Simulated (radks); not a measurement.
The selenium ion Se3+, 31 electrons, occupied as [Ar] 3d10 4s1.5 4p1.5 (fractional occupations, a model configuration). Method: non-relativistic Kohn-Sham, PBE, spin-unpolarised, spherical densities, point nucleus; computed with a radial shooting solver on a logarithmic mesh with Libxc functionals.

Normalised radial functions P(r) = r R(r), r in bohr:

```
   r/bohr * 3s, o 3d, + 5s (the largest magnitude, 1.47, reaches the edge; | marks zero, & curves that meet)
 0.001973                             & *
 0.002261                             & *
 0.002611                             & *
 0.003015                             & *
 0.003482                             &  *
 0.003989                             o+ *
 0.004607                             o+ *
 0.005321                             o+  *
 0.006145                             o+  *
 0.007097                             o+   *
  0.00813                             o+   *
  0.00939                             o+    *
  0.01084                             o+     *
  0.01252                             o+     *
  0.01435                             o+      *
  0.01657                             o+      *
  0.01914                             o+      *
   0.0221                             o+      *
  0.02552                             o+      *
  0.02924                             o+      *
  0.03377                             o+     *
    0.039                             o+    *
  0.04504                             |&  *
   0.0516                             +o*
   0.0596                             &o
  0.06883                          * +| o
  0.07949                       *    +| o
   0.0918                   *       + |  o
   0.1052                 *         + |   o
   0.1215               *           + |     o
   0.1403              *           +  |       o
    0.162                *          + |         o
   0.1856                  *        + |           o
   0.2143                       *    +|             o
   0.2475                             +*               o
   0.2859                             | +     *          o
   0.3302                             |  +           *     o
   0.3783                             |   +                *o
   0.4369                             |   +                  o *
   0.5045                             |   +                  o   *
   0.5827                             | +                   o   *
   0.6675                             +                   o  *
   0.7709                           + |                o *
   0.8903                         +   |             &
    1.028                       +     |        * o
    1.188                      +      |    *   o
    1.361                       +     |  *  o
    1.571                        +    |*  o
    1.815                           + |*o
    2.096                             *o+
    2.401                             *o    +
    2.773                             &        +
    3.202                             &          +
    3.698                             &          +
    4.271                             &         +
    4.893                             &       +
    5.651                             &    +
    6.526                             &  +
    7.537                             &+
    8.635                             &+
    9.973                             &
    11.52                             &
```

3s: eigenvalue -243.22 eV, 2 radial nodes at r = 0.0587, 0.244 bohr, <r> = 0.585 bohr, 90 % of the charge inside 0.871 bohr. 3d: eigenvalue -91.376 eV, 0 radial nodes, <r> = 0.623 bohr, 90 % of the charge inside 1.03 bohr. 5s (empty): eigenvalue -18.309 eV, 4 radial nodes at r = 0.0584, 0.236, 0.689, 1.95 bohr, <r> = 3.68 bohr, 90 % of the charge inside 5.20 bohr.
